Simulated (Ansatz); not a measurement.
Cost and result for the atomization energy of C2H7AlOSi, SMILES `O/C=[C](\[AlH2])[SiH3]` (12 atoms, 11 bonds).

```xyz
12

O     1.590    1.084   -1.508
C     0.876    1.023   -0.378
C     0.024    0.051    0.012
Al   -0.282   -1.484   -1.104
Si   -0.811    0.275    1.647
H     1.412    0.297   -2.048
H     1.084    1.912    0.219
H    -1.263   -2.659   -0.712
H     0.527   -1.513   -2.485
H    -0.370    1.552    2.277
H    -0.495   -0.845    2.578
H    -2.293    0.307    1.502
```

Charge 0, multiplicity 1. Geometry: relaxed with PBE0-D4/def2-TZVP. It is one conformer, not always the lowest. Program: Ansatz. All runs use 4 threads of an Arm Neoverse V2 on a shared host. Times are those of one run each, without the atoms' runs, and a repeat can differ threefold. Electronic energies, without spin–orbit coupling; frozen cores. CCSD(T)/CBS adds CCSD(T) − MP2 in def2-TZVPP to the MP2 limit, and its time is that of the two runs behind it. T1 = 0.014. B3LYP takes the VWN-RPA correlation (the form of Gaussian; ORCA's B3LYP/G).

CCSD(T)/CBS is a level of theory with its own doubt, some kJ/mol a heavy atom from the limit and from the frozen cores, so smaller differences don't rank the functionals.

```tsv
level	functions	wall time	atomization (kcal/mol)	difference from CCSD(T)/CBS	per bond
PBE-D4/def2-TZVPP (with forces)	275	2.6 s	1000.5	11.5	1.0
PBE0-D4/def2-TZVPP	275	2.8 s	985.2	-3.8	-0.3
B3LYP-D4/def2-TZVPP (with forces)	275	4.5 s	987.5	-1.5	-0.1
r2SCAN-D4/def2-TZVPP (with forces)	275	4.5 s	992.2	3.2	0.3
B2PLYP/def2-TZVPP	275	5.5 s	976.2	-12.8	-1.2
ωB97X-V/def2-TZVPP	275	7.5 s	992.4	3.4	0.3
ωB97M-V/def2-TZVPP (with forces)	275	11 s	991.1	2.1	0.2
MP2/def2-QZVPP	521	20 s	990.9	1.9	0.2
CCSD(T)/def2-TZVPP	275	2.1 min	963.3	-25.7	-2.3
CCSD(T)/CBS(def2)	–	2.4 min	989.0	0.0	0.0
```

The D4 term adds +10.4 kcal/mol with B3LYP and +5.5 kcal/mol with PBE0; it sums over pairs of atoms, weighted by their polarisabilities, and B3LYP, whose exchange is more repulsive, gets the larger term. In def2-TZVPP, CCSD(T) changes the Hartree–Fock value by +240.3 kcal/mol (the triples alone add +14.9 kcal/mol) and MP2 by +252.6 kcal/mol; breaking electron pairs costs correlation energy, which Hartree–Fock lacks. From PBE to PBE0 (25 % exact exchange), in def2-TZVPP and without D4, the atomization energy moves by −14.3 kcal/mol: exact exchange takes away binding that semilocal exchange gives to molecules.
